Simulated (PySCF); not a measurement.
Geometry:
```csv
atom,x (Å),y (Å),z (Å)
C1,2.145,-0.418,-0.140
C2,0.907,-0.112,-0.421
C3,-0.186,0.054,-1.367
C4,-0.400,0.333,0.128
C5,-0.516,1.696,0.528
N6,-0.596,2.790,0.855
C7,-1.230,-0.646,0.934
F8,-2.543,-0.616,0.533
H9,2.833,-0.731,-0.908
H10,2.527,-0.364,0.866
H11,-0.176,0.902,-2.038
H12,-0.675,-0.821,-1.774
H13,-0.875,-1.671,0.780
H14,-1.217,-0.397,2.001
```

Geometry: GFN2-xTB; GIAO shifts from PySCF, gas phase, non-relativistic, averaged over equivalent atoms.

At PBE0/6-31G (84 basis functions, 14 s wall time on 1 thread of an Arm Neoverse N1, shared host):
| atoms | δ (ppm) |
| --- | --- |
| C2 | 129.1 |
| C5 | 117.6 |
| C1 | 105.2 |
| C7 | 85.6 |
| C3 | 18.9 |
| C4 | 16.2 |
| N6 | 255.0 |
| F8 | -244.0 |
| H10 | 6.12 |
| H9 | 5.98 |
| H14 | 5.48 |
| H13 | 4.35 |
| H11 | 2.33 |
| H12 | 2.25 |

Shifts are taken against calculated references (same method and geometry level): 13C (σ = 201.73 ppm) and 1H (σ = 33.07 ppm) against TMS; 15N (σ = 263.26 ppm) vs NH3; CFCl3 for 19F (σ = 170.58 ppm).

Estimate the result of repeating the calculation with PBE0/pcSseg-1.

## Answers


```csv
atoms,δ at PBE0/pcSseg-1,change
C2,140.2,+11.1
C5,125.2,+7.6
C1,113.9,+8.7
C7,90.2,+4.6
C3,18.4,-0.5
C4,15.4,-0.8
N6,294.2,+39.2
F8,-237.1,+6.9
H10,6.10,-0.02
H9,5.98,+0.00
H14,5.38,-0.10
H13,4.11,-0.24
H11,1.99,-0.34
H12,1.85,-0.40
```

Shifts are taken against calculated references (same method and geometry level): 13C (σ = 186.93 ppm), 1H (σ = 31.72 ppm) vs TMS; 15N (σ = 267.73 ppm) against NH3; CFCl3 for 19F (σ = 170.95 ppm).

The largest change is at N6 (nitrile nitrogen). Cost: 166 basis functions, 36 s wall time on 1 thread of an Arm Neoverse N1, shared host. The order of the carbon signals is the same at both levels.

Unscaled 19F shifts against computed CFCl3 carry errors that often reach 10 to 50 ppm. Experimental scales use liquid or dissolved standards, which lie at an offset from isolated NH3 (liquid NH3: subtract about 20 ppm). Unscaled 15N shifts of sp2 nitrogen come out 20 to 40 ppm too high even then.
